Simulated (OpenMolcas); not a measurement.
Re6+ (d1) among equal point charges was computed by CASSCF with the d shell active (OpenMolcas, ANO-RCC-VDZP on the metal). Its lowest spin-free states, and all those of the highest spin:

```tsv
2S+1	Degeneracy	E (cm-1)
2	1	0.0
2	2	2416
2	2	13395
```

**Question.** Is the site octahedral, tetrahedral or cube-like, axial, or of lower symmetry?

**Answer.** The states with 2S+1 = 2 have orbital degeneracies 1, 2, 2. There are pairs but no triples, so the site is axial: not cubic, but with a proper or improper axis of order three or more. The run had Re6+ among 3 point charges of -1.95 e arranged as a planar triangle (D3h), 2.13 Å from the ion.

Spin-orbit coupling mixes the spin-free states strongly: the lowest level takes only 50 % from its leading state, 2E, which lies 2416 cm-1 above the lowest spin-free state. This is an electrostatic model: the charges have no orbitals. No measured value stands beside these numbers.
